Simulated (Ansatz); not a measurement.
Geometry optimisation, RKS PBE/6-31G (Ansatz).

Input file:

```yaml
crystal:
  periodic: [false, false, false]
  atoms:
    - { symbol: "N", position_ang: [0.6705, -1.4236, -0.8037] }
    - { symbol: C, position_ang: [0.212, -0.1123, -0.3197] }
    - { symbol: C, position_ang: [0.18406, 1.29383, -0.46516] }
    - { symbol: O, position_ang: [0.47124, 2.37851, -1.19606] }
    - { symbol: B, position_ang: [-0.59637, 0.66419, 0.65512] }
    - { symbol: F, position_ang: [-1.47356, 0.79228, 1.80962] }
    - { symbol: H, position_ang: [1.2438, -1.4369, -1.6667] }
    - { symbol: H, position_ang: [0.3637, -2.2332, -0.3313] }
    - { symbol: H, position_ang: [1.12, 2.36251, -2.02063] }
basis:
  gaussian: { orbitals: "6-31G" }
hamiltonian:
  xc: pbe
relax:
  f_tol: 0.015
  max_steps: 40
output:
  orbitals: {}
```

Command:

```bash
$ ansatz run input.yaml --threads 1 --pin off --max-ram 2048MiB --backend cpu --events-out ev --progress --plain --runs-dir out
```

Problem. Where does it end, and by what steps?

Solution. It converged. Limits of this set-up: no polarisation functions. After 5 steps the energy has fallen by 0.644 eV; H9 moved furthest, 0.38 Å.

| step | energy less start (eV) | largest force component (eV/Å) | accepted |
| --- | --- | --- | --- |
| 0 | 0.0000 | 4.910 | yes |
| 1 | -0.4749 | 2.247 | yes |
| 2 | -0.6283 | 0.375 | yes |
| 3 | -0.6421 | 0.131 | yes |
| 4 | -0.6442 | 0.036 | yes |
| 5 | -0.6444 | 0.012 | yes |

```xyz
9
Properties=species:S:1:pos:R:3
N 0.657 -1.253 -0.837
C 0.147 -0.118 -0.291
C 0.102 1.280 -0.434
O 0.552 2.316 -1.224
B -0.640 0.703 0.693
F -1.438 0.773 1.806
H 1.242 -1.254 -1.666
H 0.453 -2.152 -0.417
H 1.120 1.991 -1.968
```

Whether the end is a true minimum wasn't checked by a vibrational analysis.

The run took 21 s on 1 thread of Arm Neoverse V1, on a shared host, peak memory 0.18 GiB.
